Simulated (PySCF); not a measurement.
Simulation results for AlClH

Computed with PySCF 2.14.0. Calculation on a computer-drawn molecule: vertical ionisation energy to the stated ion spin, frozen-core CCSD(T) at the basis limit and cheaper methods, single-reference cases, UHF for radicals, no spin-orbit; all values are single points at the evaluated structure, the first of each entry, which is the reference or a displaced copy of it and isn't optimised; the reference structure only sets the zero of the energies above reference; triples share is (T) over the correlation energy.

```json
{"formula": "AlClH", "evaluated_structure": {"atoms_angstrom": [["Al", -0.625, 3.3281, 2.6159], ["Cl", -2.5572, 2.7964, 2.4016], ["H", 0.9284, 3.7252, 2.967]]}, "reference_structure": {"atoms_angstrom": [["Al", -0.5374, 3.3697, 2.701], ["Cl", -2.477, 2.9495, 2.3909], ["H", 0.9463, 3.6911, 2.9382]]}, "given": {"charge": 1, "multiplicity": 1, "ion_multiplicity": 2, "diffuse_functions": "no", "basis": "cc-pV(n+d)Z", "reference_is": "the Hartree-Fock double-zeta minimum", "best_is": "HF at quadruple zeta + MP2 correlation extrapolated from triple and quadruple zeta + CCSD(T) minus MP2 at triple zeta", "basis_step_is": "the size of the change from the same recipe one zeta lower", "drawn_bonds_atom": [1, 1], "drawn_bonds_other_atom": [2, 3], "drawn_bonds_order": [1, 1]}, "results": {"ionisation_energy_best [eV]": null, "D1_diagnostic_at_triple_zeta": null}}
```

## Withheld values
1. What ionisation energy best does the calculation give for AlClH?
2. What D1 diagnostic at triple zeta does the calculation give for AlClH?

Calculated values
1. 18.78 eV
2. 0.02129

Further results for AlClH:

- ionisation energy basis step: 0.07598 eV
- energy above reference best: 1.676 kcal/mol
- energy above reference basis step: 0.009428 kcal/mol
- ionisation energy Koopmans at triple zeta: 19.11 eV
- ionisation energy EOM CCSD at triple zeta: 18.69 eV
- total energy HF triple zeta: -701.8024 hartree
- total energy CCSD(T) triple zeta: -702.0788 hartree
- total energy best: -702.1242 hartree
- T1 diagnostic at triple zeta: 0.01124
- ion T1 diagnostic at triple zeta: 0.01062
- ion D1 diagnostic at triple zeta: 0.02842
- ion spin squared at triple zeta: 0.7605
- triples share at triple zeta: 0.038
- basis functions triple zeta: 92

Triple zeta:
```
 method  ionisation energy (eV)  energy above reference (kcal/mol)
     HF                   17.44                              2.242
    PBE                    18.5                              1.078
 r2SCAN                   18.63                              1.627
  B3LYP                   18.73                              1.707
  wB97X                   18.69                              1.951
    MP2                    18.7                               1.95
   CCSD                    18.5                              1.699
CCSD(T)                   18.59                              1.615
```
